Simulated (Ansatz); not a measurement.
CH9NSiSn, SMILES `N[CH]([SiH3])[SnH3]` at its PBE0-D4/def2-TZVP geometry, where that method's forces vanish. The species carries charge 0 and has multiplicity 1. Sn takes the def2 core potential.

```xyz
13

N     0.4752    1.5833   -0.4663
C    -0.3252    0.4982    0.1201
Si   -1.0979   -0.6666   -1.1346
Sn    0.9387   -0.5032    1.5673
H    -0.0881    2.1566   -1.0854
H     1.2360    1.2125   -1.0237
H    -1.1140    0.9449    0.7350
H    -1.9811   -1.6797   -0.4922
H    -1.8919    0.1105   -2.1308
H    -0.0146   -1.3759   -1.8731
H     2.4377   -0.7980    0.7988
H     0.2532   -1.9893    2.0633
H     1.1721    0.5069    2.9216
```

Q: What forces (eV/Å) does B3LYP-D4/def2-TZVPP give on these atoms in Ansatz? (An estimate is asked.)

A: The calculation gave: 
```
N1   0.117  0.168 -0.133
C2  -0.304 -0.063  0.062
Si3 -0.095 -0.106 -0.141
Sn4  0.109 -0.080  0.149
H5   0.027  0.031 -0.003
H6   0.010  0.039 -0.006
H7   0.056 -0.023 -0.051
H8   0.057  0.066 -0.039
H9   0.049 -0.051  0.062
H10 -0.072  0.047  0.051
H11  0.051 -0.011 -0.023
H12 -0.019 -0.053  0.019
H13  0.013  0.035  0.050
```

B3LYP here is the variant with VWN-RPA as its local correlation; programs differ in this.
